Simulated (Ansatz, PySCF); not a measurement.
The pair A = CH4O (SMILES CO) (first 6 atoms), B = C3H8 (SMILES CCC); geometry from B3LYP-D3(BJ)/def2-TZVP.
(charge 0, multiplicity 1):
```xyz
17

C      0.48433     0.24328    -0.27983
O     -0.51380    -0.51808     0.38321
H      0.75164     1.14700     0.27857
H      0.06814     0.54281    -1.24074
H      1.39337    -0.34016    -0.46388
H     -0.17450    -0.79623     1.23980
C     -0.30207    -1.27334     3.86099
C     -0.02327     0.09187     4.48447
C      0.33719     1.15369     3.44866
H     -0.53397    -2.02436     4.61803
H     -1.15358    -1.22635     3.17698
H      0.56741    -1.63490     3.30272
H      0.78903     0.00065     5.21125
H     -0.90225     0.41702     5.04818
H      0.51863     2.12338     3.91535
H      1.24420     0.87651     2.90402
H     -0.46447     1.27868     2.71715
```

Codes used: Ansatz (a quantum-chemistry and plane-wave program) with Gaussian orbitals; PySCF for the dispersion terms. 

The monomers are drawn apart, rigid, along the line of their centres of mass. Counterpoise-corrected interaction energies (kcal/mol):

| level | R = 4.907 Å | R = 5.974 Å |
|---|---|---|
| PBE/def2-TZVPPD | -0.4725 | -0.1215 |
| PBE-D3(BJ)/def2-TZVPPD | -0.9793 | -0.2791 |
| wB97M-V/def2-TZVPPD | -0.7378 | -0.2341 |

Task: R is the distance of the centres of mass. Find the local exponent m of E ∝ R⁻ᵐ between the two points.

Result: 
m = ln(E₁/E₂)/ln(R₂/R₁): PBE/def2-TZVPPD 6.9; PBE-D3(BJ)/def2-TZVPPD 6.4; wB97M-V/def2-TZVPPD 5.8. For scale, two fixed dipoles give m = 3, dipole and quadrupole 4, quadrupoles 5, and dispersion or dipole-induced dipole 6 at long range; at these distances several terms mix, and what is left of overlap and damping shifts m, so it need not match one of them.
